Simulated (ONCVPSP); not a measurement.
**Eu: one change to an ONCV potential, before and after**

```
Element                 : Eu (Z = 63)
Generator               : ONCVPSP 4.0.1
Type                    : optimised norm-conserving Vanderbilt (ONCV)
Functional              : PBE
Relativity              : fully relativistic
Frozen core             : [Kr] 4d10 4f6
Valence charge          : 11
Reference configuration : 5s2 5p6 5d1 6s1.75 (charge +0.25)
Partial waves           : 5s+6s: rc 2.05 bohr, ncon 4, nbas 8, qcut 6.5 1/bohr, 2 projectors; 5p: rc 1.50 bohr, ncon 3, nbas 8, qcut 5.1 1/bohr, 2 projectors, debl 0.9 Ha; 5d: rc 3.55 bohr, ncon 5, nbas 10, qcut 3.5 1/bohr, 1 projector
Local potential         : polynomial inside 1.25 bohr (lpopt 3, dvloc0 0 Ha)
Core correction         : Teter function fitted to the true core (icmod 2), fcfact 0.6
```

Open shells are filled in proportion to 2j + 1.

In the p channel the program set the typed energies aside and used -0.988, 0.250 Ha (j = l + 1/2; the other j can differ).

All-electron outer shells of the reference configuration (PBE, scalar-relativistic, ld1.x):

| shell | level (eV) | outermost node (bohr) | outermost maximum (bohr) |
| --- | --- | --- | --- |
| 5s | -49.68 | 0.67 | 1.21 |
| 5p | -28.09 | 0.72 | 1.38 |
| 4f | -9.82 | – | 0.59 |
| 6s | -5.27 | 1.63 | 3.38 |
| 5d | -4.00 | 0.81 | 1.98 |

Change: s: rc 2.82.

Cutoffs: the cutoffs (Ha) at which the residual kinetic energy of the hardest occupied pseudo-wave falls to 1 and 0.1 mHa per electron; they do not see the model core or the augmentation charge, which bear on the density cutoff. Errors are all-electron minus pseudo energies relative to the spin-unpolarised reference configuration.

How do hardness, ghosts and transferability respond?

The potential gets neither clearly harder nor softer (39 Ha and 106 Ha → 39 Ha and 106 Ha); the p channel sets the loose cutoff, while the largest relative change is in s, which becomes softer; the lowest positive-energy flag moves from s at 84.7 eV to s at 43.6 eV; of the 4 tests that both files solve, the error grows in 0 and shrinks in 3 by more than 15 % and 0.3 meV (median size 0.7 → 0.3 meV); neither file shows a bound ghost. That the errors move this way runs against the usual rule that smaller radii transfer better.

| quantity | base | changed |
| --- | --- | --- |
| cutoff, loose | 39 Ha | 39 Ha |
| cutoff, tight | 106 Ha | 106 Ha |
| loose cutoff by channel | s 14 Ha, p 39 Ha, d 5.4 Ha | s 10 Ha, p 39 Ha, d 5.4 Ha |
| bound ghosts | none | none |
| GHOST(+) flags under 300 eV | s at 84.7 eV, d5/2 at 146.5 eV, d3/2 at 150.4 eV | s at 43.6 eV, d5/2 at 146.5 eV, d3/2 at 150.4 eV |
| error for 5s2 5p6 5d1 6s2, meV [ΔE -1.17 eV] | 0.0 | 0.0 |
| error for 5s2 5p6 5d1 6s1, meV [ΔE 5.38 eV] | +0.9 | +0.5 |
| error for 5s2 5p6 5d1 6s0, meV [ΔE 17.32 eV] | +5.8 | +2.6 |
| error for 5s2 5p6 5d1 6s1 6p1, meV [ΔE 1.62 eV] | +0.5 | +0.1 |
| p3/2: phases at 1.52 bohr within 0.05 rad from the reference energy up to (Ha; the scan ends near 5) | 4.9 | 4.9 |
| p1/2: phases at 1.52 bohr within 0.05 rad from the reference energy up to (Ha; the scan ends near 5) | 5.0 | 5.0 |
| d5/2: phases at 3.59 bohr within 0.05 rad from the reference energy up to (Ha; the scan ends near 5) | 0.4 | 0.4 |
| d3/2: phases at 3.59 bohr within 0.05 rad from the reference energy up to (Ha; the scan ends near 5) | 0.3 | 0.3 |
| rms error of d²Exc/dni dnj with the model core, mHa | 3.38 | 3.09 |
